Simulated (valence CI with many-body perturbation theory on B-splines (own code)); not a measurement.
**E1 transitions of Au⁴⁷⁺**

Computed by configuration interaction combined with many-body perturbation theory (CI+MBPT): four valence electrons over a frozen Dirac-Fock core [Ar] 3d10, a basis of 11 s, 11 p, 10 d, 8 f, 5 g, 2 h functions for each j, with the one-electron correlation potential Σ1 (screened to all orders), the two-electron term Σ2, the three-electron term Σ3, Breit, model QED; selected single and double excitations, second order for the rest, scaled by the run's own slope (own B-spline code, finite nucleus).

The last digits are not significant, and no measured levels were compared; by estimate large intervals hold to a few tenths of a per cent, small ones and those within an open d or f shell to about a per cent. Among the levels kept, up to 400 cm⁻¹ of a level comes from second order outside the variational space, and about a tenth of that is noise between levels of different J, which matters for small intervals.

Lines 201 to 250 of 563 in falling wavelength, among levels below 807.30 eV, chosen from the strongest by gf and those to the six lowest levels. Wavelengths and rates use the calculated energies. Electric multipoles are in the length gauge, E1 and E2 with the static RPA response of the core. Weak lines are less certain than strong ones. Lines between different terms over intervals too small for the method are left out, as are lines whose strength nearly cancels. Where a level lies close to another of its J and parity, the split of strength between their lines is uncertain. The highest levels of a list are the least certain.

Levels are named by their leading jj configuration (3d3/2^4 stands for four electrons in 3d with j = 3/2), which in mixed levels can hold well under half, so a name can repeat and another be missing. Letters in brackets count levels of one name in rising energy.

```csv
λ vac (nm),Upper,Lower,A (s⁻¹),S (a.u.)
5.751,(4s 4p1/2 4p3/2 4f7/2) J=4 [e],(4s 4p1/2 4p3/2 4d5/2) J=3 [a],1.42e+11,1.20e-01
5.750,(4s 4p1/2 4p3/2 4d5/2) J=2 [d],(4s 4p1/2 4p3/2^2) J=1 [a],2.18e+11,1.02e-01
5.741,(4s 4p1/2 4d5/2^2) J=2 [a],(4s 4p1/2 4p3/2 4d5/2) J=2 [a],1.88e+11,8.77e-02
5.738,(4s 4p1/2 4p3/2 4d5/2) J=3 [b],(4s 4p1/2 4p3/2^2) J=2 [a],2.69e+11,1.76e-01
5.732,(4s 4p1/2 4p3/2 4f5/2) J=3 [b],(4s 4p1/2 4p3/2 4d3/2) J=2 [c],1.69e+11,1.10e-01
5.728,(4s 4p1/2 4d5/2^2) J=4 [a],(4s 4p1/2 4p3/2 4d3/2) J=3 [b],2.99e+11,2.50e-01
5.727,(4s 4p1/2^2 4d5/2) J=2,(4s 4p1/2^2 4p3/2) J=2,7.80e+10,3.62e-02
5.721,(4s 4p1/2 4p3/2 4d5/2) J=4 [c],(4s 4p1/2 4p3/2^2) J=3,5.01e+11,4.17e-01
5.721,(4s 4p1/2 4d5/2^2) J=2 [b],(4s 4p1/2 4p3/2 4d5/2) J=2 [b],8.24e+10,3.81e-02
5.709,(4s 4p1/2 4p3/2 4f5/2) J=1 [b],(4s 4p1/2 4p3/2 4d3/2) J=1 [c],1.23e+11,3.39e-02
5.699,(4s 4p3/2^2 4d5/2) J=2 [b],(4s 4p3/2^3) J=2,7.15e+11,3.27e-01
5.699,(4s 4p1/2 4p3/2 4f5/2) J=3 [b],(4s 4p1/2 4p3/2 4d3/2) J=3 [b],5.28e+10,3.37e-02
5.698,(4s 4p3/2^2 4d5/2) J=2 [c],(4s 4p3/2^3) J=1,1.22e+12,5.59e-01
5.691,(4s^2 4p3/2 4d5/2) J=3,(4s^2 4p3/2^2) J=2,9.45e+11,6.02e-01
5.686,(4s 4p1/2 4p3/2 4f7/2) J=2 [a],(4s 4p1/2 4p3/2 4d3/2) J=1 [b],7.56e+10,3.43e-02
5.659,(4s 4p1/2 4p3/2 4f5/2) J=2 [b],(4s 4p1/2 4p3/2 4d3/2) J=2 [c],1.73e+11,7.72e-02
5.656,(4s 4p1/2 4p3/2 4d3/2) J=3 [b],(4s^2 4p1/2 4d5/2) J=2,5.25e+10,3.28e-02
5.654,(4s 4p1/2 4p3/2 4f5/2) J=0,(4s 4p1/2 4p3/2 4d3/2) J=1 [b],3.58e+11,3.19e-02
5.648,(4s 4p3/2^2 4d3/2) J=3 [a],(4s^2 4p3/2 4d5/2) J=2,7.31e+10,4.55e-02
5.641,(4s 4p1/2 4p3/2 4f5/2) J=1 [b],(4s 4p1/2 4p3/2 4d3/2) J=1 [b],1.46e+11,3.89e-02
5.639,(4s 4p1/2 4p3/2 4f5/2) J=4 [b],(4s 4p1/2 4p3/2 4d3/2) J=3 [c],3.01e+11,2.39e-01
5.636,(4s 4p1/2 4d5/2^2) J=4 [b],(4s 4p1/2 4p3/2 4d5/2) J=3 [b],6.42e+10,5.11e-02
5.635,(4s 4p1/2 4p3/2 4f7/2) J=5 [a],(4s 4p1/2 4p3/2 4d3/2) J=4,4.62e+10,4.49e-02
5.626,(4s 4p1/2 4p3/2 4f7/2) J=4 [b],(4s 4p1/2 4p3/2 4d3/2) J=3 [b],2.40e+11,1.90e-01
5.623,(4s^2 4d5/2^2) J=4,(4s^2 4p3/2 4d3/2) J=3,2.21e+11,1.74e-01
5.622,(4p1/2^2 4p3/2 4d3/2) J=3,(4s 4p1/2^2 4d5/2) J=2,5.28e+10,3.24e-02
5.621,(4s 4p1/2 4d3/2 4d5/2) J=3 [b],(4s^2 4p1/2 4f7/2) J=3,5.57e+10,3.42e-02
5.619,(4s^2 4p3/2 4d5/2) J=1,(4s^2 4p3/2^2) J=2,1.35e+11,3.55e-02
5.615,(4s^2 4d5/2^2) J=2,(4s^2 4p3/2 4d5/2) J=2,2.45e+11,1.07e-01
5.608,(4s 4p3/2^2 4d5/2) J=3 [c],(4s 4p3/2^3) J=2,1.13e+12,6.89e-01
5.606,(4s 4p1/2 4d5/2^2) J=1,(4s 4p1/2 4p3/2 4d5/2) J=1 [a],1.36e+11,3.55e-02
5.606,(4s 4p1/2 4p3/2 4f5/2) J=3 [b],(4s 4p1/2 4p3/2 4d3/2) J=2 [b],6.03e+10,3.67e-02
5.593,(4s 4p3/2^2 4d3/2) J=2 [b],(4s^2 4p3/2 4d5/2) J=1,1.01e+11,4.38e-02
5.567,(4s 4p1/2^2 4f5/2) J=3,(4s 4p1/2^2 4d3/2) J=2,1.75e+11,1.04e-01
5.556,(4s^2 4p1/2 4f5/2) J=3,(4s^2 4p1/2 4d3/2) J=2,1.17e+11,6.96e-02
5.552,(4s 4p1/2 4p3/2 4f5/2) J=2 [d],(4s 4p1/2 4p3/2 4d3/2) J=1 [c],7.34e+10,3.10e-02
5.545,(4s 4p1/2 4d5/2^2) J=2 [b],(4s 4p1/2 4p3/2 4d5/2) J=3 [a],7.51e+10,3.16e-02
5.530,(4s 4p3/2^2 4d5/2) J=4 [a],(4s^2 4p3/2 4d5/2) J=3,5.29e+11,3.97e-01
5.522,(4s 4p1/2 4p3/2 4d5/2) J=3 [c],(4s 4p1/2 4p3/2^2) J=2 [a],5.59e+11,3.25e-01
5.518,(4s 4p3/2^2 4d5/2) J=1 [b],(4s 4p3/2^3) J=2,1.61e+11,4.02e-02
5.518,(4s 4p1/2 4p3/2 4f7/2) J=4 [c],(4s 4p1/2 4p3/2 4d3/2) J=3 [c],4.24e+10,3.16e-02
5.508,(4s 4p1/2 4p3/2 4f5/2) J=3 [a],(4s 4p1/2 4p3/2 4d3/2) J=2 [a],2.38e+11,1.38e-01
5.505,(4s 4p1/2 4p3/2 4f5/2) J=3 [c],(4s 4p1/2 4p3/2 4d3/2) J=2 [b],2.00e+11,1.15e-01
5.501,(4s 4p1/2 4p3/2 4f5/2) J=4 [a],(4s 4p1/2 4p3/2 4d3/2) J=3 [a],1.16e+11,8.57e-02
5.491,(4s 4p1/2 4p3/2 4f7/2) J=5 [b],(4s 4p1/2 4p3/2 4d3/2) J=4,2.85e+11,2.57e-01
5.477,(4s 4p1/2 4d5/2^2) J=5 [b],(4s 4p1/2 4p3/2 4d5/2) J=5,9.69e+10,8.64e-02
5.471,(4s 4p1/2 4p3/2 4d5/2) J=3 [d],(4s 4p1/2 4p3/2^2) J=3,1.23e+11,6.98e-02
5.470,(4s 4p1/2 4p3/2 4f5/2) J=4 [b],(4s 4p1/2 4p3/2 4d3/2) J=3 [b],4.62e+10,3.36e-02
5.469,(4s 4p1/2 4p3/2 4f7/2) J=4 [a],(4s 4p1/2 4p3/2 4d3/2) J=3 [a],7.50e+10,5.45e-02
5.463,(4s 4p1/2^2 4f5/2) J=2,(4s 4p1/2^2 4d3/2) J=1,3.17e+11,1.28e-01
```
